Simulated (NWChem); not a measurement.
System: CH$_{7}$FSi$_{2}$; SMILES [SiH2]([SiH2]F)C

```xyz
11

Si     0.3874     1.2265    -0.2668
F     -0.8973     1.9401     0.4306
Si     0.4902    -1.0546     0.2831
C     -1.0119    -2.0466    -0.3102
H      0.2664     1.4125    -1.7421
H      1.6156     1.9363     0.1918
H      1.7357    -1.5789    -0.3552
H      0.6560    -1.2035     1.7582
H     -1.1268    -1.9795    -1.3975
H     -1.9342    -1.6775     0.1509
H     -0.9018    -3.1042    -0.0464
```
Atoms are numbered in this order, from 1.

Level: B3LYP/6-31G* (spherical d) (NWChem), optimised geometry, unscaled harmonic frequencies. B3LYP is NWChem's, with the RPA form of VWN correlation.

```tsv
frequency (cm⁻¹)	IR intensity (km/mol)
73	1.4
118	2.4
151	0.7
200	6.7
401	9.7
425	18.6
506	11.3
637	8.0
677	2.2
728	24.7
768	43.5
859	20.6
883	502.4
909	21.5
936	70.3
955	68.3
971	97.2
1330	7.9
1496	4.0
1497	4.2
2210	106.9
2225	84.0
2231	169.2
2241	229.4
3054	5.5
3130	6.6
3133	7.3
```

The zero-point energy comes out as 46.8 kcal/mol and the thermal correction to the enthalpy at 298.15 K (with zero-point energy) comes out as 51.8 kcal/mol. The heat capacity Cv is 24.2 cal/(mol K) and the entropy at 298.15 K and 1 atm (symmetry number 1) is 82.8 cal/(mol K). The dipole moment is 1.48 D.

Rigid rotor and harmonic oscillator; modes under 100 cm⁻¹ make the entropy uncertain.
